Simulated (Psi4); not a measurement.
C₄H₇ (SMILES [CH]1CCC1), doublet, geometry from GFN2-xTB; CISD/def2-SVP run with Psi4.

Psi4 was given this input:
```
memory 2 GB

molecule mol {
0 2
  C     0.007887    1.067741    0.046646
  C    -0.007638   -1.033995   -0.045172
  C    -1.084676    0.068067    0.007510
  C     1.085566    0.052462   -0.002244
  H     0.015788    2.137369    0.093374
  H    -0.015994   -1.625766   -0.957510
  H    -0.008597   -1.703128    0.812083
  H    -1.733077    0.040505    0.890341
  H    -1.740431    0.117415   -0.868918
  H     1.741413    0.015522    0.874726
  H     1.734059    0.092432   -0.884534
}

set basis def2-svp
set reference uhf

energy('cisd')
print_variables()
```

It wrote (shortened):

```
Traceback (most recent call last):
  File "psi4", line 375, in <module>
  File "<string>", line 32, in <module>
  File "site-packages/psi4/driver/driver.py", line 461, in energy
  File "site-packages/psi4/driver/task_planner.py", line 255, in task_planner
  File "site-packages/psi4/driver/driver_util.py", line 222, in negotiate_derivative_type
  File "site-packages/psi4/driver/driver_util.py", line 355, in highest_analytic_derivative_available

psi4.driver.p4util.exceptions.MissingMethodError: Method=cisd is not available for any derivative level under conditions CI_TYPE=CONV, REFERENCE=UHF, FREEZE_CORE=FALSE, QC_MODULE=(auto). See https://psicode.org/psi4manual/master/introduction.html#ss-cisd. Or did you mean? ccd ccsd cisdt cisdtq qcisd lccsd ci2 ci3 ci4 ci5 ci6 ci7 ci8 ci9 ci10 ci11 ci12 ci13 ci14 ci15 ci16 ci17 ci18 ci19 ci20 ci21 ci22 ci23 ci24 ci25 ci26 ci27 ci28 ci29 ci30 ci31 ci32 ci33 ci34 ci35 ci36 ci37 ci38 ci39 ci40 ci41 ci42 ci43 ci44 ci45 ci46 ci47 ci48 ci49 ci50 ci51 ci52 ci53 ci54 ci55 ci56 ci57 ci58 ci59 ci60 ci61 ci62 ci63 ci64 ci65 ci66 ci67 ci68 ci69 ci70 ci71 ci72 ci73 ci74 ci75 ci76 ci77 ci78 ci79 ci80 ci81 ci82 ci83 ci84 ci85 ci86 ci87 ci88 ci89 ci90 ci91 ci92 ci93 ci94 ci95 ci96 ci97 ci98

Printing out the relevant lines from the Psithon --> Python processed input file:
      H     1.734059    0.092432   -0.884534
    ""","mol")
    core.IO.set_default_namespace("mol")
    core.set_global_option("BASIS", "def2-svp")
    core.set_global_option("REFERENCE", "uhf")
--> energy('cisd')
    print_variables()

!----------------------------------------------------------------------------------!
!                                                                                  !
!  Method=cisd is not available for any derivative level under conditions          !
!     CI_TYPE=CONV, REFERENCE=UHF, FREEZE_CORE=FALSE, QC_MODULE=(auto). See        !
!     https://psicode.org/psi4manual/master/introduction.html#ss-cisd. Or did you  !
!     mean? ccd ccsd cisdt cisdtq qcisd lccsd ci2 ci3 ci4 ci5 ci6 ci7 ci8 ci9 ci10 !
!     ci11 ci12 ci13 ci14 ci15 ci16 ci17 ci18 ci19 ci20 ci21 ci22 ci23 ci24 ci25   !
!     ci26 ci27 ci28 ci29 ci30 ci31 ci32 ci33 ci34 ci35 ci36 ci37 ci38 ci39 ci40   !
!     ci41 ci42 ci43 ci44 ci45 ci46 ci47 ci48 ci49 ci50 ci51 ci52 ci53 ci54 ci55   !
!     ci56 ci57 ci58 ci59 ci60 ci61 ci62 ci63 ci64 ci65 ci66 ci67 ci68 ci69 ci70   !
!     ci71 ci72 ci73 ci74 ci75 ci76 ci77 ci78 ci79 ci80 ci81 ci82 ci83 ci84 ci85   !
!     ci86 ci87 ci88 ci89 ci90 ci91 ci92 ci93 ci94 ci95 ci96 ci97 ci98             !
!                                                                                  !
!----------------------------------------------------------------------------------!
```

The input was rejected before any calculation.
